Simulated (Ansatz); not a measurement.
```yaml
crystal:
  periodic: [false, false, false]
  atoms:
    - {symbol: C, position_ang: [-2.059066, -1.347629, 0.172199]}
    - {symbol: B, position_ang: [-1.211057, -0.092714, -0.173409]}
    - {symbol: O, position_ang: [0.156938, -0.174919, -0.049104]}
    - {symbol: C, position_ang: [0.998741, 0.809142, -0.493788]}
    - {symbol: C, position_ang: [2.271679, 0.821314, 0.287867]}
    - {symbol: O, position_ang: [0.732771, 1.520995, -1.412878]}
    - {symbol: H, position_ang: [-1.472646, -2.201605, 0.514502]}
    - {symbol: H, position_ang: [-2.814488, -1.104064, 0.926821]}
    - {symbol: H, position_ang: [-2.629520, -1.648102, -0.715213]}
    - {symbol: H, position_ang: [-1.691070, 0.949078, -0.511902]}
    - {symbol: H, position_ang: [2.940416, 1.583966, -0.102453]}
    - {symbol: H, position_ang: [2.743425, -0.161730, 0.231057]}
    - {symbol: H, position_ang: [2.054374, 1.011467, 1.341199]}
basis:
  gaussian: {orbitals: x2c-TZVPPall}
hamiltonian: {xc: {name: B3LYP-D3}}
output: {forces: true}
```

```sh
$ ansatz run in.yaml --threads 4 --pin off --events-out ev --progress --plain --max-ram 10444MiB
```

Output, abridged:

```
Error: YAML parse error: error: line 19 column 19: hamiltonian.xc: no functional is named "B3LYP-D3"; the names, which are not case-sensitive, are SVWN5, SPW92, PBE, PBE0, PBEsol, revPBE, revPBE0, RPBE, rPW86-PBE, HSE06, wPBEh, LC-wPBE, HISS, HF, BLYP, B3LYP, B3LYP5, BHLYP, CAM-B3LYP, r2SCAN, r2SCANh, r2SCAN0, r2SCAN50, m-r2SCAN, B97, wB97, wB97X, wB97X-V, B97M-V, wB97M-V, B2PLYP, B2GP-PLYP, PBE0-DH, PBE-QIDH
17 | basis:
18 |   gaussian: {orbitals: x2c-TZVPPall}
19 | hamiltonian: {xc: {name: B3LYP-D3}}
20 | output: {forces: true}
```

Problem. What is wrong with this run?

Solution. The method's name isn't one that the program takes here. The input was rejected before any iteration.

HSE06 is defined as in plane-wave codes.
